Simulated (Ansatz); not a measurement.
Task: Name a neutral molecule of Cl, N, Si and H with zero-point energy (PBE0-D4/def2-TZVP) between 155 and 171 kJ/mol and HOMO energy (B3LYP/def2-TZVPP) between -7.70 and -7.40 eV (Ansatz, PBE0-D4/def2-TZVP geometry).

Result: `N[SiH](N)Cl` (166.5 kJ/mol, -7.49 eV); `N[SiH]([SiH3])Cl` (162.2 kJ/mol, -7.67 eV). Other molecules can fit too; these were computed, each in one conformer that needn't be the lowest.

B3LYP here is the variant with VWN-RPA as its local correlation; programs differ in this.
